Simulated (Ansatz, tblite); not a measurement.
Isomers of Sn₄O₈⁺ (doublet), found by a short tight-binding search and relaxed with PBE-D4/def2-SVP in Ansatz.

In the def2 sets Sn takes a core potential; there is no spin–orbit coupling. The xTB rows come from tblite.

A: At PBE0-D4/def2-SVP the charge 1 doublet is spin-contaminated (final ⟨S²⟩ up to 0.99, 0.75 for a pure state). It holds 3 O–O bonds. B: It holds 4 O–O bonds.

Other spin states weren't relaxed.

A:

```xyz
12

Sn   -2.2339    0.0491   -1.0435
Sn    1.4873   -2.1013   -1.8459
Sn    2.2206    1.4217   -0.3576
Sn   -0.8061   -1.4570    1.8190
O    -2.2639   -0.4197    0.9082
O    -0.2497    1.6308   -0.4898
O    -0.6110    2.4163    0.4524
O     2.2817   -0.3124   -1.3082
O    -0.0318   -2.0569   -0.1497
O    -0.6310   -1.4243   -1.3527
O     0.1245    1.6399    1.9269
O     0.7133    0.6138    1.4410
```

B:

```xyz
12

Sn   -1.8433   -1.4938   -1.2789
Sn   -0.1585    1.7604   -0.9263
Sn    1.5532   -1.8489    0.1209
Sn   -1.4611   -0.0743    1.6749
O    -1.8156    0.4761   -0.3999
O     1.4262    0.4464    0.1306
O    -0.4439    2.1031    1.2929
O     0.0374   -0.8386   -2.4515
O     0.8627    1.9289    1.8598
O     1.2006   -1.3530   -2.1148
O     1.1798    0.6218    1.6552
O    -0.5375   -1.7281    0.4371
```

Q: Estimate which lies lowest at each level, and how far above it the others are (kcal/mol).

A: 
```csv
level,A,B
GFN1-xTB,26.4,0.0
GFN2-xTB,0.0,14.6
PBE-D4/def2-SVP,1.1,0.0
r2SCAN-D4/def2-SVP,7.8,0.0
PBE0-D4/def2-SVP,15.7,0.0
```
Point groups (tolerance 0.1 Å): A Cs, B not assigned. Lower isomers may exist.
